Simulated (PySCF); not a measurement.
**How the method moves the HOMO and LUMO of `C1=C[SiH2]O[SiH2]1`**

Compound: C2H6OSi2.
Z-matrix (Å and degrees, PBE0-D3(BJ)/def2-SVP geometry), rows numbered from 1:
```
C 
C   1  1.3494
Si  2  1.8809  1  113.23
O   3  1.6767  2   99.19  1    -0.13
Si  4  1.6769  3  115.20  2     0.28
H   1  1.0976  2  121.15  3   179.88
H   2  1.0976  1  121.10  3  -179.87
H   3  1.4923  2  113.29  1   117.66
H   3  1.4923  2  113.31  1  -117.93
H   5  1.4923  1  113.34  2  -117.52
H   5  1.4923  1  113.34  2   118.03
```

Basis pcSseg-2 throughout (PySCF), one geometry. Geometry: PBE0-D3(BJ)/def2-SVP; no solvent, vibrations or thermal averaging.

Problem. How do the orbital energies, the gap and the dipole change with the method?

Solution. 
```json
{"method": "BLYP", "kind": "GGA", "HOMO (eV)": "-6.80", "LUMO (eV)": "-1.81", "gap (eV)": "4.99", "μ (D)": "1.60", "SCF cycles": "16"}
{"method": "B97-D", "kind": "GGA", "HOMO (eV)": "-6.90", "LUMO (eV)": "-1.85", "gap (eV)": "5.06", "μ (D)": "1.59", "SCF cycles": "16"}
{"method": "OPBE", "kind": "GGA", "HOMO (eV)": "-6.91", "LUMO (eV)": "-1.89", "gap (eV)": "5.02", "μ (D)": "1.56", "SCF cycles": "15"}
{"method": "PBE", "kind": "GGA", "HOMO (eV)": "-6.93", "LUMO (eV)": "-1.98", "gap (eV)": "4.95", "μ (D)": "1.61", "SCF cycles": "16"}
{"method": "KT2", "kind": "GGA", "HOMO (eV)": "-6.94", "LUMO (eV)": "-1.92", "gap (eV)": "5.02", "μ (D)": "1.58", "SCF cycles": "17"}
{"method": "KT3", "kind": "GGA", "HOMO (eV)": "-6.98", "LUMO (eV)": "-1.89", "gap (eV)": "5.08", "μ (D)": "1.54", "SCF cycles": "16"}
{"method": "LDA", "kind": "LDA", "HOMO (eV)": "-7.00", "LUMO (eV)": "-2.18", "gap (eV)": "4.82", "μ (D)": "1.66", "SCF cycles": "15"}
{"method": "BP86", "kind": "GGA", "HOMO (eV)": "-7.03", "LUMO (eV)": "-2.05", "gap (eV)": "4.98", "μ (D)": "1.61", "SCF cycles": "16"}
{"method": "B97-2", "kind": "global hybrid", "HOMO (eV)": "-7.85", "LUMO (eV)": "-1.03", "gap (eV)": "6.81", "μ (D)": "1.64", "SCF cycles": "14"}
{"method": "B3LYP", "kind": "global hybrid", "HOMO (eV)": "-7.87", "LUMO (eV)": "-1.19", "gap (eV)": "6.68", "μ (D)": "1.65", "SCF cycles": "13"}
{"method": "PBE0", "kind": "global hybrid", "HOMO (eV)": "-8.09", "LUMO (eV)": "-1.00", "gap (eV)": "7.09", "μ (D)": "1.66", "SCF cycles": "13"}
{"method": "mPW1PW91", "kind": "global hybrid", "HOMO (eV)": "-8.11", "LUMO (eV)": "-1.00", "gap (eV)": "7.11", "μ (D)": "1.66", "SCF cycles": "13"}
{"method": "BHandHLYP", "kind": "global hybrid", "HOMO (eV)": "-9.05", "LUMO (eV)": "0.12", "gap (eV)": "9.17", "μ (D)": "1.69", "SCF cycles": "11"}
{"method": "CAM-B3LYP", "kind": "range-separated hybrid", "HOMO (eV)": "-9.38", "LUMO (eV)": "0.17", "gap (eV)": "9.56", "μ (D)": "1.68", "SCF cycles": "12"}
{"method": "wB97X-D", "kind": "range-separated hybrid", "HOMO (eV)": "-9.91", "LUMO (eV)": "0.81", "gap (eV)": "10.72", "μ (D)": "1.68", "SCF cycles": "13"}
{"method": "HF", "kind": "Hartree–Fock", "HOMO (eV)": "-10.49", "LUMO (eV)": "2.70", "gap (eV)": "13.18", "μ (D)": "1.73", "SCF cycles": "10"}
{"method": "LC-wPBE", "kind": "range-separated hybrid", "HOMO (eV)": "-10.76", "LUMO (eV)": "1.28", "gap (eV)": "12.03", "μ (D)": "1.70", "SCF cycles": "13"}
```

The HOMO spans 3.96 eV, from BLYP down to LC-wPBE, and the gap runs from 4.82 eV (LDA) to 13.18 eV (HF). Over the methods BLYP (0 %), B97-D (0 %), OPBE (0 %), PBE (0 %), KT2 (0 %), KT3 (0 %), LDA (0 %), BP86 (0 %), B97-2 (21 %), B3LYP (20 %), PBE0 (25 %), mPW1PW91 (25 %), BHandHLYP (50 %), HF (100 %), a straight line through the gap against the share of exact exchange rises by 0.82 eV for each 10 % (correlation coefficient 1.000). The dipole ranges from 1.54 D (KT3) to 1.73 D (HF). This basis has no diffuse functions.
